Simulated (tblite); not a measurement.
Species: C5H15GeN.
Cartesian coordinates in Å at the GFN2-xTB level; atoms count from 1:
```
atom  x, y, z in Å
C1     3.1179   -0.1312    0.9835
C2     1.7461   -0.5205    0.4471
C3     1.3725    0.2798   -0.7948
Ge4   -0.4128   -0.2209   -1.4889
N5    -1.6253   -0.0634   -0.1215
C6    -1.7055    1.1732    0.6238
C7    -2.9199   -0.6946   -0.2485
H8     3.1345    0.9204    1.2638
H9     3.8836   -0.2934    0.2272
H10    3.3690   -0.7246    1.8600
H11    1.7401   -1.5858    0.2026
H12    0.9927   -0.3602    1.2215
H13    1.3990    1.3481   -0.5696
H14    2.1128    0.1119   -1.5793
H15   -0.5192   -1.6773   -1.8628
H16   -0.7478    0.5742   -2.7521
H17   -2.0765    0.9709    1.6332
H18   -0.7151    1.6183    0.7028
H19   -2.3794    1.9039    0.1569
H20   -3.3218   -0.9100    0.7457
H21   -3.6469   -0.0670   -0.7804
H22   -2.8082   -1.6322   -0.7911
```

Calculated harmonic vibrations of the isolated species, GFN2-xTB (tblite), most abundant isotopes, no scaling. This tight-binding method is rough: wavenumbers can miss measured ones by several per cent, in bad cases by 10 to 20. Modes of hydrogen on germanium can be 10 to 20 % off. One conformer, not necessarily the lowest.

Harmonic wavenumbers (cm⁻¹): 48.0, 56.8, 74.6, 141.4, 161.7, 194.5, 227.0, 235.6, 265.2, 281.1, 311.8, 331.4, 426.0, 525.8, 585.7, 642.8, 673.0, 733.5, 830.9, 833.3, 944.0, 979.4, 996.7, 1052.5, 1077.5, 1091.2, 1110.7, 1131.0, 1192.7, 1216.4, 1218.9, 1241.0, 1275.9, 1342.2, 1415.5, 1415.8, 1424.1, 1470.9, 1475.9, 1482.9, 1492.2, 1503.6, 1504.0, 1507.3, 1512.1, 1775.2, 1960.4, 2869.5, 2871.9, 2940.0, 2942.8, 2945.1, 2958.3, 2965.2, 2975.7, 3002.1, 3007.6, 3024.0, 3027.9, 3033.2.

A = 2664, B = 1002, C = 831.8 MHz; mass 163.042 u (most abundant isotopes); point group C1, symmetry number 1.

Problem. What is the zero-point energy?

Solution. ½Σν̃ = 40977 cm⁻¹ = 490.19 kJ/mol.

Problem. Entropy at 298.15 K, 1 bar (ideal gas, RRHO, classical rotation)?

Solution. Translation 172.39, rotation 122.85, vibration 145.54: S = 440.8 J/(mol K).

Problem. And Cp and H(298.15 K) − H(0)?

Solution. Cp = 175.53 J/(mol K), of which vibrations give 142.27 (their classical limit is 60 R = 498.9); H(298.15 K) − H(0) = 32.44 kJ/mol without the zero-point energy, 22.52 from vibrations.

Problem. What must be added to the electronic energy to get the Gibbs energy at 298.15 K and 1 bar?

Solution. ZPE + [H(298.15 K) − H(0)] − T·S = 490.19 + 32.44 − 131.42 = 391.21 kJ/mol.

Problem. Which modes carry the vibrational entropy at 298.15 K?

Solution. 48.0 cm⁻¹: 20.49; 56.8 cm⁻¹: 19.10; 74.6 cm⁻¹: 16.85; 141.4 cm⁻¹: 11.65; 161.7 cm⁻¹: 10.58; 194.5 cm⁻¹: 9.14 J/(mol K); the other 54 give 57.71 together.

Hindered rotation and anharmonicity are outside this model. Other conformers, if any are populated, would add a mixing term that is left out. The structure is chiral; the term R ln 2 for an equal mix with its mirror image is left out.
